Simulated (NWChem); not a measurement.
System: C3HBrF2; SMILES FC=C=C(F)Br

The following NWChem deck was run.

```
start job
memory heap 200 mb stack 900 mb global 1100 mb
geometry units angstroms noautosym nocenter noautoz
  F      0.648534    -3.304766    -0.441022
  C      0.237751    -2.442343     0.503400
  C     -0.239445    -1.241808     0.239306
  C     -0.686298    -0.022599     0.041342
  F     -1.969304     0.296103    -0.140877
  Br     0.438440     1.509352    -0.020066
  H      0.343752    -2.859947     1.521801
end
basis spherical
  * library 6-31g*
end
dft
  xc xpbe96 cpbe96
  iterations 150
end
cosmo
  do_cosmo_smd true
  solvent cychexan
end
task dft energy
```

Output (shortened):

```
             Northwest Computational Chemistry Package (NWChem) 7.3.0
             --------------------------------------------------------

                             Geometry "geometry" -> ""
                             -------------------------

 Output coordinates in angstroms (scale by  1.889725989 to convert to a.u.)

  No.       Tag          Charge          X              Y              Z
 ---- ---------------- ---------- -------------- -------------- --------------
    1 F                    9.0000     0.64853400    -3.30476600    -0.44102200
    2 C                    6.0000     0.23775100    -2.44234300     0.50340000
    3 C                    6.0000    -0.23944500    -1.24180800     0.23930600
    4 C                    6.0000    -0.68629800    -0.02259900     0.04134200
    5 F                    9.0000    -1.96930400     0.29610300    -0.14087700
    6 Br                  35.0000     0.43844000     1.50935200    -0.02006600
    7 H                    1.0000     0.34375200    -2.85994700     1.52180100

 Effective nuclear repulsion energy (a.u.)     363.1431168811

  pbe96 is a nonlocal functional; adding pw91lda local functional.

                                 NWChem DFT Module
                                 -----------------

 Summary of "ao basis" -> "ao basis" (spherical)
 ------------------------------------------------------------------------------
       Tag                 Description            Shells   Functions and Types
 ---------------- ------------------------------  ------  ---------------------
 F                           6-31g*                  6       14   3s2p1d
 C                           6-31g*                  6       14   3s2p1d
 Br                          6-31g*                 12       32   5s4p3d
 H                           6-31g*                  2        2   2s

 in cosmo_initialize ...
 calling solv_data for solv:cychexan

 solvent parameters
 solvname_short: cychexan
 solvname_long:  cyclohexane
 dielec:        2.0165
 dielecinf:     2.0352
 nonaqueous SMD model solvent descriptors
 dielec:        2.0165
 sola:          0.0000
 solb:          0.0000
 solc:          0.0000
 solg:         35.4800
 solh:          0.0000
 soln:          1.4266

          ---------------
          -cosmo- solvent
          ---------------
 Cosmo: York-Karplus, doi: 10.1021/jp992097l
 dielectric constant -eps-     =   2.02
 screen = (eps-1)/(eps    )    =   0.50409
 surface charge correction     = lagrangian

   van der Waals surface
 --------------------------

 ---------- ATOMIC COORDINATES (A.U.) ------------ VDWR(ANG.) --
     1    1.22555155   -6.24510220   -0.83341073     1.730
     2    0.44928424   -4.61535904    0.95128806     1.850
     3   -0.45248544   -2.34667685    0.45222277     1.850
     4   -1.29691517   -0.04270592    0.07812505     1.850
     5   -3.72144495    0.55955353   -0.26621893     1.730
     6    0.82853146    2.85226170   -0.03791924     3.060
     7    0.64959709   -5.40451617    2.87578690     1.200
 number of segments per atom =        128
 number of   points per atom =        128
 atom (   nspa,  nppa )
 ----------------------
    1 (     87,     0 )       0
    2 (     50,     0 )       0
    3 (     40,     0 )       0
    4 (     11,     0 )       0
    5 (     68,     0 )       0
    6 (    109,     0 )       0
    7 (     56,     0 )       0
 number of -cosmo- surface points =      421
 molecular surface =    168.892 angstrom**2
 molecular volume  =    169.000 angstrom**3
 -lineq- algorithm             =   0
 -bem- low  level              =   3
 -bem- from -octahedral-
 gaussian surface charge width =   4.50000
 degree of switching           =   1.00000
 switching function tolerance  =   0.00010
 atomic radii =
 --------------
    1  9.000  1.730
    2  6.000  1.850
    3  6.000  1.850
    4  6.000  1.850
    5  9.000  1.730
    6 35.000  3.060
    7  1.000  1.200
 ...... end of -cosmo- initialization ......

 nat:                     7
 ixmem:                  2814
 calling mnsol_interface()
 G(SMD-CDS) energy (kcal/mol)  =    -1.157
 SMD-CDS SASA (angstrom**2)    =   145.521

[...]

                                COSMO-SMD solvation results
                                ---------------------------

             internal energy in gas <Psi(g)|H|Psi(g)> =     -2887.639216626092
         internal energy in solvent <Psi(s)|H|Psi(s)> =     -2887.639080032840
                               delta internal energy  =         0.000136593251 (    0.09 kcal/mol)
   total free energy in solvent <Psi(s)|H+V/2|Psi(s)> =     -2887.640682978411
 polarization energy contribution <Psi(s)|V/2|Psi(s)> =        -0.001602945571 (   -1.01 kcal/mol)
    total free energy in solvent including G(SMD-CDS) =     -2887.642527048022
                       G(SMD-CDS) energy contribution =        -0.001844069611 (   -1.16 kcal/mol)
     1 M fixed-concentration free energy of solvation =        -0.003310421930 (   -2.08 kcal/mol)

                       DFT Final Molecular Orbital Analysis
                       ------------------------------------

 Vector   34  Occ=2.000000D+00  E=-2.805917D-01
              MO Center=  2.7D-01,  9.4D-01,  6.0D-03, r^2= 3.0D+00
   Bfn.  Coefficient  Atom+Function         Bfn.  Coefficient  Atom+Function
  ----- ------------  ---------------      ----- ------------  ---------------
    81      0.634297  6 Br px                82     -0.299530  6 Br py
    77     -0.283894  6 Br px                85      0.253183  6 Br px
    31      0.162943  3 C  px                59      0.146141  5 F  px
    86     -0.138561  6 Br py                78      0.135863  6 Br py
    35      0.112063  3 C  px                 3     -0.108474  1 F  px

 Vector   35  Occ=2.000000D+00  E=-2.409639D-01
              MO Center=  9.6D-02, -1.3D+00,  1.6D-01, r^2= 3.8D+00
   Bfn.  Coefficient  Atom+Function         Bfn.  Coefficient  Atom+Function
  ----- ------------  ---------------      ----- ------------  ---------------
    31      0.347806  3 C  px                82      0.325360  6 Br py
    17      0.308201  2 C  px                 3     -0.264303  1 F  px
    35      0.235062  3 C  px                 7     -0.202269  1 F  px
    81     -0.184997  6 Br px                21      0.172183  2 C  px
    32      0.152725  3 C  py                78     -0.142682  6 Br py

 Vector   36  Occ=2.000000D+00  E=-2.321912D-01
              MO Center= -1.8D-01, -1.6D-01,  1.1D-01, r^2= 3.4D+00
   Bfn.  Coefficient  Atom+Function         Bfn.  Coefficient  Atom+Function
  ----- ------------  ---------------      ----- ------------  ---------------
    83      0.453362  6 Br pz                33     -0.381310  3 C  pz
    47     -0.292096  4 C  pz                37     -0.254722  3 C  pz
    87      0.211029  6 Br pz                79     -0.200426  6 Br pz
    61      0.199272  5 F  pz                65      0.152576  5 F  pz
    51     -0.149092  4 C  pz                 4     -0.092127  1 F  py

 Vector   37  Occ=0.000000D+00  E=-7.359526D-02
              MO Center=  6.8D-02, -5.0D-01,  1.7D-01, r^2= 4.8D+00
   Bfn.  Coefficient  Atom+Function         Bfn.  Coefficient  Atom+Function
  ----- ------------  ---------------      ----- ------------  ---------------
    48      0.537693  4 C  s                 86      0.410426  6 Br py
    82      0.388698  6 Br py                17     -0.372316  2 C  px
    21     -0.341278  2 C  px                49      0.284846  4 C  px
    31      0.247739  3 C  px                45      0.246188  4 C  px
    85      0.241048  6 Br px                35      0.235364  3 C  px

 Vector   38  Occ=0.000000D+00  E=-5.177663D-02
              MO Center= -3.2D-01, -8.3D-01,  1.5D-01, r^2= 3.0D+00
   Bfn.  Coefficient  Atom+Function         Bfn.  Coefficient  Atom+Function
  ----- ------------  ---------------      ----- ------------  ---------------
    47      0.489223  4 C  pz                51      0.464281  4 C  pz
    33     -0.366698  3 C  pz                37     -0.334736  3 C  pz
   104      0.235258  7 H  s                  6     -0.230740  1 F  s
    22     -0.211336  2 C  py                23     -0.191257  2 C  pz
    61     -0.191624  5 F  pz                36     -0.188157  3 C  py

 Vector   39  Occ=0.000000D+00  E=-1.848933D-02
              MO Center= -9.3D-02,  7.8D-03,  1.0D-01, r^2= 4.2D+00
   Bfn.  Coefficient  Atom+Function         Bfn.  Coefficient  Atom+Function
  ----- ------------  ---------------      ----- ------------  ---------------
    48      0.938936  4 C  s                 86      0.415378  6 Br py
    85      0.405791  6 Br px                50      0.380472  4 C  py
    84     -0.332417  6 Br s                 62     -0.296676  5 F  s
    35     -0.293429  3 C  px                46      0.276662  4 C  py
    21      0.274730  2 C  px                63     -0.265627  5 F  px

     Multipole analysis of the density
     ---------------------------------

     L   x y z        total         alpha         beta         nuclear
     -   - - -        -----         -----         ----         -------
     0   0 0 0     -0.000000    -36.000000    -36.000000     72.000000

     1   1 0 0      0.115675      0.365608      0.365608     -0.615540
     1   0 1 0     -0.313886     -0.770070     -0.770070      1.226255
     1   0 0 1      0.476957     -0.032403     -0.032403      0.541762

     2   2 0 0    -33.326782   -104.233352   -104.233352    175.139922
     2   1 1 0      0.627098      7.394474      7.394474    -14.161850
     2   1 0 1      0.343180     -0.439009     -0.439009      1.221197
     2   0 2 0    -31.290511   -429.964670   -429.964670    828.638828
     2   0 1 1     -2.822072      1.867113      1.867113     -6.556298
     2   0 0 2    -31.836739    -26.869788    -26.869788     21.902837
```

Level: PBE/6-31G* (spherical d), SMD on the gas-phase geometry. The geometry was optimised at PBE-D3(BJ)/def2-SVP. Solvent: cyclohexane.
